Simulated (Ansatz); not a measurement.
`[SiH3][O][GaH][SiH3]`, charge 0, multiplicity 1.

Problem. Give a relaxed structure at PBE0-D4/def2-TZVP (the Gaussian-basis code of Ansatz). (Estimate.)

Solution. The calculation gave: 
```xyz
11

Si    1.547   -1.362    0.499
O     1.412   -0.262   -0.696
Ga    0.187    0.934   -1.232
Si   -1.820    1.017    0.101
H     1.726   -2.724   -0.073
H     2.719   -1.046    1.359
H     0.325   -1.373    1.359
H     0.650    1.729   -2.497
H    -1.481    1.368    1.507
H    -2.774    2.031   -0.423
H    -2.490   -0.312    0.096
```
Point group Cs.
This is one stationary point; other conformers may exist.
